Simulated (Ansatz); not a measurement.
A nudged elastic band was laid between two geometries of CH5Ga + FH (9 atoms, charge 0, multiplicity 1).

All numbers below come from RKS PBE0-D4/def2-SVP (Ansatz 0.2.0).

```json
{
  "movable images": "7",
  "climbing image": "yes",
  "spring": "2.0 to 10.0 eV/Å², energy-weighted",
  "optimiser": "quadratic models (default)",
  "start path": "through a guess of the saddle point",
  "force threshold": "0.03 eV/Å",
  "iteration limit": "60",
  "end points": "relaxed"
}
```

First end point:

```xyz
9
Properties=species:S:1:pos:R:3
Ga 0.010 0.068 -0.020
H -0.037 0.301 1.575
H 1.428 0.131 -0.687
C -1.704 0.042 -0.979
H -2.215 -0.915 -0.784
H -2.364 0.845 -0.616
H -1.581 0.150 -2.066
F 0.075 -2.057 0.927
H 0.054 -1.478 1.669
```

Last end point:

```xyz
9
Properties=species:S:1:pos:R:3
Ga 0.128 -0.531 -0.432
H -0.277 0.135 2.014
H 1.479 0.254 -0.487
C -1.688 -0.058 -0.966
H -2.398 -0.828 -0.631
H -1.982 0.915 -0.543
H -1.751 0.024 -2.063
F 0.324 -2.202 0.121
H -0.167 -0.621 2.009
```

(1) What changes between the two ends?

(2) Give the energies along the band, and the barrier.

(3) What is the geometry of the highest image?

The band took 8 iterations and roughly 3 core-minutes.

Answers

(1) Bonds broken: Ga1–H2, F8–H9. Bonds formed: Ga1–F8, H2–H9. CH5Ga + FH becomes CH4FGa + H2.

(2) The run converged. The highest image is number 4 of 0 to 8, 0.257 eV above the first end and 0.861 eV above the last; the last end lies 0.604 eV below the first. The order of the stationary point at the top wasn't checked. The orbitals stay closed-shell, which can raise the energy where a bond breaks towards radicals; this wasn't checked here.

| image | path coordinate (Å) | energy (eV) | Ga1–H2 (Å) | F8–H9 (Å) | Ga1–F8 (Å) |
| --- | --- | --- | --- | --- | --- |
| 0 | 0.00 | 0.000 | 1.61 | 0.94 | 2.33 |
| 1 | 0.38 | 0.032 | 1.64 | 0.96 | 2.26 |
| 2 | 0.58 | 0.123 | 1.69 | 1.01 | 2.15 |
| 3 | 0.71 | 0.215 | 1.74 | 1.08 | 2.07 |
| 4 | 0.83 | 0.257 | 1.79 | 1.18 | 2.02 |
| 5 | 0.94 | 0.201 | 1.84 | 1.29 | 1.96 |
| 6 | 1.08 | 0.021 | 1.91 | 1.44 | 1.90 |
| 7 | 1.52 | -0.477 | 2.21 | 1.90 | 1.80 |
| 8 | 2.11 | -0.604 | 2.57 | 2.51 | 1.77 |

(3) 
```xyz
9
Properties=species:S:1:pos:R:3
Ga 0.039 -0.178 -0.117
H -0.117 -0.024 1.656
H 1.484 0.225 -0.535
C -1.712 -0.008 -0.960
H -2.343 -0.866 -0.685
H -2.211 0.909 -0.610
H -1.632 0.041 -2.055
F 0.156 -1.967 0.807
H 0.003 -1.045 1.520
```

The run took 94 s on 2 threads of Arm Neoverse V2, with other jobs on the host, peak memory 0.19 GiB.
